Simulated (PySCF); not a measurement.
Al(Et)(Vi)(OH), SMILES [OH][Al]([CH2]C)[CH]=C (C4H9AlO), GFN2-xTB optimised geometry.

```
15

Al    -0.25    -0.01     0.00
C     -1.27    -1.75    -0.02
C     -0.53    -2.91     0.65
H     -1.50    -2.04    -1.06
H     -2.25    -1.62     0.45
H     -0.39    -2.71     1.72
H      0.46    -3.04     0.21
H     -1.08    -3.85     0.55
C     -1.25     1.72     0.00
C     -0.62     2.89    -0.01
H     -2.34     1.74    -0.01
H     -1.13     3.85    -0.01
H      0.46     2.95     0.00
O      1.39    -0.01     0.00
H      2.34     0.01     0.00
```

Density from PBE0/def2-TZVP (PySCF 2.14.0) at that geometry.

Minimum of the electron density along straight lines between bonded atoms, close to the bond critical point (lines longer than 1.1 times the sum of covalent radii, or with two minima, are not listed):

| bond | length / Å | ρ at the minimum / e bohr⁻³ | ∇²ρ there / e bohr⁻⁵ | position (fraction from the first atom) |
|---|---|---|---|---|
| Al1–C2 | 2.017 | 0.081 | 0.20 | 0.40 |
| C2–C3 | 1.534 | 0.236 | … | 0.50 |
| C2–H4 | 1.098 | 0.268 | -0.87 | 0.63 |
| C2–H5 | 1.097 | 0.269 | -0.88 | 0.63 |
| C3–H6 | 1.089 | 0.278 | -0.95 | 0.64 |
| C3–H7 | 1.089 | 0.279 | -0.95 | 0.64 |
| C3–H8 | 1.091 | 0.277 | -0.94 | 0.64 |
| Al1–C9 | 1.991 | 0.082 | 0.24 | 0.40 |
| C9–C10 | 1.330 | 0.352 | -1.08 | 0.49 |
| C9–H11 | 1.090 | 0.277 | -0.95 | 0.64 |
| C10–H12 | 1.084 | 0.284 | -1.01 | 0.64 |
| C10–H13 | 1.081 | 0.287 | -1.02 | 0.64 |
| Al1–O14 | 1.644 | … | 0.98 | 0.44 |
| O14–H15 | 0.946 | 0.364 | … | 0.82 |

Q: Complete the blanks.

A: 
- C2–C3, ∇²ρ there / e bohr⁻⁵: -0.56
- Al1–O14, ρ at the minimum / e bohr⁻³: 0.114
- O14–H15, ∇²ρ there / e bohr⁻⁵: -2.59
